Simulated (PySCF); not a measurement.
## Orbital picture of GeF

TPSSh at R = 1.798 Å; PySCF, no relativity, basis sets Ge aug-pcseg-1, F aug-pcseg-1. State: ²Π (doublet), unpaired electrons π ↑. Only the outer orbitals are listed, counted within each symmetry.

```
spin  orbital  occ.  ε (eV)  on Ge (%)           main shells (%)
   α       8σ     1  -30.39         15           84 F s, 13 Ge d
   α       9σ     1  -13.84         50           48 Ge s, 46 F p
   α       4π     1  -10.58          6                    94 F p
   α       4π     1  -10.52          5                    94 F p
   α      10σ     1   -9.77         61  48 Ge s, 42 F p, 12 Ge p
   α       5π     1   -4.71         98                   98 Ge p
   α       5π     0   -3.58         98                   98 Ge p
   α      11σ     0   -0.95        108                   97 Ge p
   α      12σ     0    0.14        104                  100 Ge s
   β       8σ     1  -30.30         15           84 F s, 14 Ge d
   β       9σ     1  -13.36         39           56 F p, 38 Ge s
   β       4π     1  -10.50          5                    95 F p
   β       4π     1  -10.26          4                    96 F p
   β      10σ     1   -9.25         71  60 Ge s, 32 F p, 11 Ge p
   β       5π     0   -3.22         98                   98 Ge p
   β       5π     0   -2.45         99                   98 Ge p
   β      11σ     0   -0.68        106                   94 Ge p
```

Which are the highest filled and the lowest empty level, where do they sit, and how wide is the gap?

Highest filled α 5π at -4.71 eV (in %: 98 Ge p); lowest empty α 5π at -3.58 eV (in %: 98 Ge p); the gap at TPSSh is 1.13 eV. Both belong to one degenerate shell, split only by its one-sided filling, so this is no excitation gap.

- bond order (Mayer): 0.47
- ⟨S²⟩: 0.753
- charge on Ge (Mulliken, basis-dependent): 0.60
- charge on Ge (Löwdin, basis-dependent): 0.70
- dipole moment (positive dipole means Ge(−)F(+)): -1.96 D

Shares are Mulliken populations and can fall outside 0 to 100 %.

Spin–orbit coupling is left out. The state was picked by a PBE0 search and need not be the measured ground state.
